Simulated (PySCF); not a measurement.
Isomers of C6H6OS. Theory: PySCF, TDDFT CAM-B3LYP/def2-SVPD, vertical, gas phase, core orbitals frozen in the response. Geometries: GFN2-xTB; one conformer of each isolated species. Triplets are in the Tamm–Dancoff approximation.

A. `CC(=S)c1ccco1`
B. `CC(=O)c1ccsc1`
C. `Oc1ccc(S)cc1`

Lowest singlet levels (six at most, fewer where fewer were computed) with oscillator strengths:

1. 4.07 eV (f 0.000); 5.20 eV (f 0.053); 5.50 eV (f 0.157); 6.40 eV (f 0.324); 6.46 eV (f 0.003); 6.56 eV (f 0.000); T1 3.48 eV
2. 2.29 eV (f 0.000); 3.92 eV (f 0.405); 5.62 eV (f 0.006); 6.09 eV (f 0.030); 6.24 eV (f 0.127); 6.36 eV (f 0.002); T1 1.90 eV
3. 4.67 eV (f 0.031); 4.98 eV (f 0.002); 5.42 eV (f 0.258); 5.67 eV (f 0.005); 5.83 eV (f 0.015); 6.49 eV (f 0.004); T1 3.79 eV

Task: Which spectrum belongs to which structure?

Result: 1 = B, 2 = A, 3 = C.
- A: S1 at 2.29 eV, HOMO→LUMO (97%); Löwdin shares by element: HOMO sulfur 76%, carbon 16% or more; LUMO carbon 46% or more, sulfur 30% (atoms not listed hold the other 24%); HOMO -7.64 and LUMO -1.51 eV; point group Cs, 1 of its 6 listed states under f = 0.0005.
- B: S1 at 4.07 eV, HOMO-1→LUMO (85%), HOMO-1→LUMO+1 (11%); Löwdin shares by element: HOMO carbon 80% or more (atoms not listed hold the other 20%); LUMO carbon 41% or more, oxygen 16%, sulfur 15% (atoms not listed hold the other 28%); HOMO -8.55 and LUMO -0.49 eV; point group Cs, 2 of its 6 listed states under f = 0.0005.
- C: S1 at 4.67 eV, HOMO→LUMO (91%); Löwdin shares by element: HOMO sulfur 32%, carbon 27% or more, oxygen 10% (atoms not listed hold the other 30%); LUMO carbon 71% or more (atoms not listed hold the other 29%); HOMO -7.20 and LUMO 0.49 eV; point group Cs.
